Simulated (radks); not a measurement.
Spin polarisation of the 3d2 shell in the vanadium ion V3+. Start: [Ar] 3d(up 1, down 1); electrons of 3d are moved from spin down to spin up, other shells keep equal spins. All-electron calculation, scalar-relativistic Kohn-Sham, PBE, spin-polarised, spherical densities, finite nucleus; Fermi nuclear charge, rms radius of each element as measured or else 0.836 A^(1/3) + 0.57 fm. Program: a radial shooting solver on a logarithmic mesh with Libxc functionals.

| moment (Bohr magnetons) | E - E(0) (eV) | e(3d up) (eV) | e(3d down) (eV) | 3p down minus up (eV) | 3s down minus up (eV) |
|---|---|---|---|---|---|
| 0 | 0.000 | -36.955 | -36.955 | 0.000 | 0.000 |
| 0.5 | -0.066 | -37.211 | -36.680 | 0.562 | 0.572 |
| 1 | -0.266 | -37.447 | -36.384 | 1.126 | 1.146 |
| 1.5 | -0.598 | -37.665 | -36.065 | 1.691 | 1.720 |
| 2 | -1.066 | -37.865 | -35.721 | 2.258 | 2.297 |

At moment 2 the spin-polarisation energy is -1.066 eV and the 3d exchange splitting 2.144 eV, that is 1.072 eV per Bohr magneton; E = -I m^2/4 would give I = 1.066 eV.
